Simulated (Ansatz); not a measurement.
A nudged elastic band was laid between two geometries of C2H9AlGe (13 atoms, charge 0, multiplicity 1).

The calculation used Ansatz, RKS PBE0-D4/def2-SVP.

- movable images: 9
- climbing image: yes
- spring: 5.0 eV/Å²
- optimiser: quadratic models (default)
- start path: through a guess of the saddle point
- force threshold: 0.03 eV/Å
- iteration limit: 31
- end points: relaxed

First end point:

```xyz
13
Properties=species:S:1:pos:R:3
C -2.056 0.207 1.107
Al -0.882 -0.929 0.031
C 1.062 -0.719 0.091
Ge 1.717 0.745 -1.032
H -2.813 -0.386 1.649
H -1.513 0.822 1.843
H -2.621 0.896 0.454
H -1.511 -2.012 -0.958
H 1.576 -1.636 -0.242
H 1.397 -0.494 1.118
H 1.104 2.084 -0.570
H 3.254 0.867 -0.972
H 1.307 0.520 -2.504
```

Last end point:

```xyz
13
Properties=species:S:1:pos:R:3
C -2.036 0.205 1.124
Al -0.833 -0.976 0.132
C 1.099 -0.668 0.118
Ge 1.650 0.744 -1.121
H -2.646 0.802 0.422
H -2.752 -0.365 1.741
H -1.506 0.913 1.781
H -1.431 -2.181 -0.727
H 1.651 -1.580 -0.162
H 1.447 -0.353 1.118
H 0.986 2.082 -0.732
H 3.180 0.941 -1.117
H 1.211 0.400 -2.561
```

What changes between the two ends?

No bond is made or broken. The dihedral H6–C1–Al2–C3 goes from -10 to -132°. The two ends are copies of one structure, up to a mirror image or an exchange of like atoms.

What energy profile does the band end with?

The forces met the threshold. The highest image is number 4 of 0 to 10, 0.004 eV above the ends, which have the same energy within 2 meV. The top lies less than 8 meV above the higher end, about what the thresholds resolve: the motion is nearly free. A vibrational analysis at the climbing image gives no mode beyond 40i cm⁻¹: the surface is too flat there to confirm a saddle point.

```
image  path coordinate (Å)  energy (eV)  dihedral H6–C1–Al2–C3 (°)
    0                 0.00        0.000                        -10
    1                 0.41        0.001                        -23
    2                 0.82        0.003                        -36
    3                 1.23        0.004                        -50
    4                 1.64        0.004                        -64
    5                 1.98        0.004                        -76
    6                 2.31        0.002                        -87
    7                 2.65        0.002                        -99
    8                 2.99        0.001                       -111
    9                 3.32        0.000                       -121
   10                 3.66        0.000                       -132
```

What is the geometry of the highest image?


```xyz
13
Properties=species:S:1:pos:R:3:forces:R:3
C -2.045 0.222 1.047 0.00 0.00 0.01
Al -0.867 -0.992 0.063 0.00 0.00 0.00
C 1.069 -0.711 0.119 0.00 0.01 0.00
Ge 1.665 0.751 -1.038 0.00 0.00 0.00
H -3.116 0.034 0.876 0.01 0.00 0.00
H -1.865 0.150 2.135 0.00 0.00 0.00
H -1.838 1.272 0.775 0.00 0.00 0.00
H -1.448 -2.190 -0.816 0.00 0.00 0.00
H 1.615 -1.618 -0.190 0.00 0.00 0.00
H 1.397 -0.447 1.139 0.00 0.00 0.00
H 1.084 2.091 -0.537 0.00 0.00 0.00
H 3.203 0.867 -1.073 0.00 0.00 0.00
H 1.167 0.535 -2.485 0.00 0.00 0.00
```

Run time: 17 min on 2 threads of Arm Neoverse N1 (shared host), peak memory 0.34 GiB.
